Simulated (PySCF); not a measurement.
An unknown is described by computed data only.

Elements present: C, H, N, O and Si. Monoisotopic mass: 139.0090 u.

* UV, strongest line: among the 8 lowest singlet transitions: S2 at 6.17 eV (201 nm, f = 0.206) [TDDFT CAM-B3LYP/def2-SVPD]
* 13C NMR: chemical shifts (computed TMS as zero) by class: 167.0 (1 C), 163.1 (1 C), 123.4 (1 C), 121.3 (1 C), 27.8 (1 C) ppm [GIAO PBE0/pcSseg-1]
* Rotational structure: rotational constants A, B, C: 3.589, 0.685, 0.647 GHz [GFN2-xTB]
* UV, first state: lowest singlet excitation: 5.54 eV (224 nm, f = 0.003) [TDDFT CAM-B3LYP/def2-SVPD]
* 1H NMR: chemical shifts (computed TMS as zero) by class: 8.24 (1 H), 6.02 (1 H), 4.97 (1 H), 2.49 (1 H), 2.36 (1 H) ppm [GIAO PBE0/pcSseg-1]
* NMR, other nuclei: isotropic shieldings of nuclei other than C and H, by class: -99 (1 N), -137 (1 O), 58 (1 O), 420 (1 Si) ppm [GIAO PBE0/pcSseg-1]
* Dipole: 4.03 D [CAM-B3LYP/def2-SVPD]
* Triplet: lowest triplet excitation (Tamm–Dancoff): 4.30 eV [TDA CAM-B3LYP/def2-SVPD]

Gas-phase values; electronic properties from PySCF, density fitting. Levels stand in brackets. One conformer (not necessarily the lowest) at the GFN2-xTB geometry, without solvent, vibrations or thermal averaging. Each NMR value is the plain mean over a class of atoms that symmetry, rotation or inversion makes alike.

Task: Which formula fits the mass and the elements?

Result: C5H5NO2Si (calculated 139.0090). No other formula that holds each of these elements comes within 0.0003 u with a fitting electron parity and a possible valence count.

Task: Propose a structure and show how it fits.

Result: Numbering: `[N:1]#[C:2][Si@H:3]1[CH:4]=[C:5]([O:6][CH:7]=[O:8])[CH2:9]1`. Its formula, C5H5NO2Si, gives 5 degrees of unsaturation: 1 ring and 4 π bonds in the structure found. 5 carbons fall into 5 classes; from least to most shielded: vinylic carbon bearing oxygen [C5] (167.0 ppm), ester carbonyl carbon [C7] (163.1 ppm), cyano carbon [C2] (123.4 ppm), alkene CH carbon [C4] (121.3 ppm), ring sp3 carbon bound to silicon [C9] (27.8 ppm). Hydrogen classes from least to most shielded: 1 H on an ester carbonyl carbon, C7 (8.24 ppm), 1 H on an alkene CH carbon, C4 (6.02 ppm), 1 H on an SiH silicon, Si3 (4.97 ppm), 1 H on an sp3 carbon bound to silicon, C9 (2.49 ppm), 1 H on an sp3 carbon bound to silicon, C9 (2.36 ppm). The other shieldings belong to: -99 ppm, cyano nitrogen [N1]; -137 ppm, ester carbonyl oxygen [O8]; 58 ppm, ester single-bonded oxygen [O6]; 420 ppm, SiH silicon [Si3]. The optimised geometry has point group C1 and is an asymmetric top. Structure: `N#C[Si@H]1C=C(OC=O)C1`. Computed isomers that give other values at the same levels: `N#C[C@H]1CC(=O)[SiH2]C1=O` (13C chemical shifts (computed TMS as zero) by class: 244.1 (1 C), 237.2 (1 C), 120.5 (1 C), 56.0 (1 C), 47.4 (1 C) ppm); `N#C[C@@H]1[SiH2]C(=O)CC1=O` (13C chemical shifts (computed TMS as zero) by class: 235.6 (1 C), 201.0 (1 C), 121.0 (1 C), 65.1 (1 C), 30.6 (1 C) ppm); `c1cc2c(cn1)O[SiH2]O2` (13C chemical shifts (computed TMS as zero) by class: 161.0 (1 C), 151.3 (1 C), 148.8 (1 C), 139.9 (1 C), 113.6 (1 C) ppm). The assignments are read from this structure; whether some other isomer fits the data as well wasn't checked. The mirror image fits equally.

The values belong to the conformer `[N:1]#[C:2][Si@H:3]1[CH:4]=[C:5]([O:6][CH:7]=[O:8])[CH2:9]1`: C4–C5–O6–C7 -3°, C5–O6–C7–O8 -1°.
